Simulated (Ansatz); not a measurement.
System: sum formula ZrOF₂ (charge 0, singlet). SMILES: [O]=[Zr]([F])[F]
Coordinates optimised at B3LYP-D3(BJ)/def2-TZVP (Ansatz, a first-principles code):
```xyz
4

Zr     0.0325    -0.0703    -0.1557
O     -1.3676    -1.0731     0.1502
F     -0.4532     1.7911    -0.4499
F      1.5243    -0.5248     1.0084
```
Charge 0, spin multiplicity 1.

CCSD(T) with Ansatz in growing basis sets, 24 correlated electrons. Cores are frozen in the correlated levels unless marked. Open shells are spin-unrestricted. No spin-orbit coupling. The frozen core is the preceding noble-gas configuration, with the filled d and f shells of earlier blocks. In def2 rows, elements after Kr have scalar-relativistic effective core potentials. Costs are ratios of core time to the smallest set, on shared machines of one kind, and rough; they hold the program's checks for lower states.

| basis | functions | cost over smallest | E(corr) (Eh) | electronic atomisation energy (kcal/mol) |
|---|---|---|---|---|
| def2-SVPD | 103 | 1× | -0.7248 | 461.3 |
| def2-TZVPPD | 176 | 5× | -0.8979 | 468.7 |

Formally CCSD grows as o²v⁴ and (T) as o³v⁴; with o = 12 and v going from 84 to 157 both grow 12-fold in the last step, while integrals and the mean field grow more slowly. That step adds 173.1 mEh of correlation energy and 7.4 kcal/mol to the atomisation energy.
